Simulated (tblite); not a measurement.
Species: C₆H₆F₂O₂ (charge +1 and doublet state).
Cartesian coordinates in Å at the GFN2-xTB level; atoms count from 1:
```xyz
16
C6H6F2O2 angstrom
O      0.9066    1.5228    1.1751
C      0.0365    1.1750    0.4569
C     -1.2574    1.6696    0.0687
C     -1.9699    0.7591   -0.6155
C     -1.2528   -0.5169   -0.8165
C      0.1755   -0.2382   -0.3623
O      0.6782   -1.1934    0.4640
C      2.0156   -1.1298    0.8217
F      2.3539   -2.2867    1.3470
F      2.7827   -0.8851   -0.2457
H     -1.5492    2.6699    0.3510
H     -2.9788    0.9096   -0.9689
H     -1.2888   -0.8627   -1.8549
H     -1.6985   -1.3124   -0.2084
H      0.8538    0.0364   -1.1878
H      2.1848   -0.3083    1.5640
```

Level: GFN2-xTB in tblite, geometry and Hessian alike; calculated harmonic values, unscaled, isolated species. The method is semi-empirical: single wavenumbers can be off by several per cent or more. One conformer, not necessarily the lowest. Open shells enter through the occupations alone, without spin polarisation, and single modes of such species can be off by tens of per cent.

Harmonic wavenumbers (cm⁻¹): 50.8, 83.7, 94.1, 168.4, 255.5, 308.3, 329.0, 423.9, 472.1, 489.1, 561.1, 587.3, 627.9, 675.5, 742.0, 781.7, 847.3, 903.1, 959.0, 989.7, 999.3, 1021.6, 1049.1, 1057.0, 1084.7, 1100.8, 1145.9, 1185.8, 1202.4, 1210.6, 1228.9, 1265.1, 1287.7, 1359.9, 1560.8, 1840.7, 2700.5, 2843.0, 2936.4, 2959.8, 3082.8, 3099.9.

A = 2800, B = 879.6, C = 763.0 MHz; mass 148.034 u (most abundant isotopes); point group C1, symmetry number 1; spin multiplicity 2.

Question: What is the zero-point energy?

Answer: ½Σν̃ = 23786 cm⁻¹ = 68.01 kcal/mol.

Question: Give the ideal-gas entropy at 200 K and 1 bar in the rigid-rotor, harmonic-oscillator model (classical rotation).

Answer: Translation 38.93, rotation 28.34, vibration 15.82, spin (R ln 2) 1.38: S = 84.5 cal/(mol K).

Question: And Cp and H(200 K) − H(0)?

Answer: Cp = 25.67 cal/(mol K), of which vibrations give 17.72 (their classical limit is 42 R = 83.5); H(200 K) − H(0) = 3.32 kcal/mol without the zero-point energy, 1.73 from vibrations.

Question: Blend soft modes into free rotors: weight 1/[1 + (100 cm⁻¹/ν̃)⁴] for the oscillator and the rest for a rotor with moment μB/(μ + B), μ = h/(8π²ν), B = 10⁻⁴⁴ kg m². What vibrational entropy results?

Answer: 14.64 cal/(mol K) in place of 15.82, which changes −T·S at 200 K by +0.24 kcal/mol.

Question: How do the functions run with temperature in this model?

Answer: 
```csv
T (K),S (cal/(mol K)),Cp (cal/(mol K)),H − H(0) (kcal/mol),G − H(0) (kcal/mol),ln q(vib)
150,77.8,21.0,2.16,-9.51,2.53
250,90.7,30.7,4.73,-17.95,4.70
298.15,96.6,35.6,6.32,-22.46,5.78
400,108.4,45.2,10.45,-32.91,8.08
600,129.6,58.9,20.98,-56.75,12.66
900,155.9,70.7,40.60,-99.72,19.20
```

q(vib) and H(0) count from the zero-point level.

Hindered rotation and anharmonicity are outside this model. Other conformers, if any are populated, would add a mixing term that is left out. The structure is chiral; the term R ln 2 for an equal mix with its mirror image is left out.

The run took 0.44 s of wall time on one thread of an Arm Neoverse V2, no GPU, shared host with 96 logical CPUs at a one-minute load of 40. This covers the Hessian and the dipole derivatives.
